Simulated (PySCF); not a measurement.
A run for PySCF: R-B3LYP/3-21G on C2H5FO (a complex), monomers drawn apart or pushed together.

```python
from pyscf import gto, scf, dft, mp
from pyscf.data.elements import chemcore

mol = gto.M(
    atom='''
    C    -0.54141864   -0.18690799   -0.15051109
    F    -0.44071388    1.03880306    0.51341912
    H    -0.57961257   -0.98034120    0.59481929
    H    -1.45219744   -0.17877317   -0.74912557
    H     0.33353868   -0.30306221   -0.79000988
    C    -0.39425770    0.47873563    2.94087576
    O    -0.47685060   -0.71791306    2.87976329
    H    -1.28783426    1.12648709    3.00439592
    H     0.58023263    1.00073469    2.94116308
    ''',
    basis='3-21g',
    charge=0, spin=0, verbose=3, max_memory=1800)
mf = dft.RKS(mol, xc='b3lyp')
mf.conv_tol = 1e-8
mf.max_cycle = 100
mf.kernel()
if not mf.converged:
    mf = mf.newton().run(mf.mo_coeff, mf.mo_occ)
```

Program output:

```
converged SCF energy = -252.846322250807
```

Self-consistency was reached.

Cost: around 1.1 core-seconds (rough).
